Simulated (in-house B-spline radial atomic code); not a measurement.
Radial electron density of Cs II (Cs+), [Ar] 3d10 4s2 4p5 4d10 5s2 5p6 5f1. Method: Dirac-Hartree-Fock, average of configuration, Fermi nucleus of rms radius 4.8041 fm, inside a hard spherical wall at 9.83 bohr. Calculated with a radial B-spline atomic code at the basis-set limit.

Columns: r (bohr), 4πr²n(r) (electrons per bohr), bar.

```
 0.00108     2.59 #
 0.00134    3.737 ##
 0.00166    5.342 ###
 0.00207    7.653 ####
 0.00257    10.77 #####
 0.00319    14.94 #######
 0.00396     20.4 ##########
 0.00492    27.33 #############
 0.00612    35.74 #################
  0.0076     45.2 #####################
 0.00944    55.05 ##########################
  0.0117    63.93 ##############################
  0.0146    70.53 #################################
  0.0181    72.99 ##################################
  0.0225    71.13 ##################################
   0.028     66.6 ###############################
  0.0347    63.47 ##############################
  0.0432    66.23 ###############################
  0.0536    76.16 ####################################
  0.0666    88.38 ##########################################
  0.0828    93.23 ############################################
   0.103    85.21 ########################################
   0.128     71.7 ##################################
   0.159    67.47 ################################
   0.197    75.27 ####################################
   0.245    78.46 #####################################
   0.305    61.77 #############################
   0.379    37.08 #################
    0.47    26.49 #############
   0.584    29.55 ##############
   0.726    28.99 ##############
   0.902    19.83 #########
    1.12    11.18 #####
    1.39    7.732 ####
    1.73    6.338 ###
    2.15    4.251 ##
    2.67    1.993 #
    3.32    0.603 
    4.12   0.1164 
    5.12   0.0808 
    6.37    0.168 
    7.91    0.123 
    9.73 0.0004589
```

On this grid the curve has 5 maxima, near 0.0181, 0.0828, 0.245, 0.584, 6.37 bohr.

The 4p3/2 radial function P(r) = rR(r), positive near the nucleus, with its small component Q(r) (sign convention: Q ≈ (P' + κP/r)/2c):

| r (bohr) | P | Q |
| --- | --- | --- |
| 0.00134 | 0.001715 | -0.0001741 |
| 0.00207 | 0.003939 | -0.0004003 |
| 0.00319 | 0.008911 | -0.0009067 |
| 0.00492 | 0.01985 | -0.002024 |
| 0.0076 | 0.04319 | -0.00442 |
| 0.0117 | 0.08968 | -0.009236 |
| 0.0181 | 0.176 | -0.01836 |
| 0.028 | 0.311 | -0.03334 |
| 0.0432 | 0.4602 | -0.0525 |
| 0.0666 | 0.4885 | -0.06603 |
| 0.103 | 0.1722 | -0.05507 |
| 0.159 | -0.471 | -0.01149 |
| 0.245 | -0.7274 | 0.03116 |
| 0.379 | 0.1586 | 0.02605 |
| 0.584 | 1.252 | -0.007674 |
| 0.902 | 1.068 | -0.01553 |
| 1.39 | 0.3274 | -0.005027 |
| 2.15 | 0.04335 | -0.0005106 |
| 3.32 | 0.006759 | -4.347e-05 |
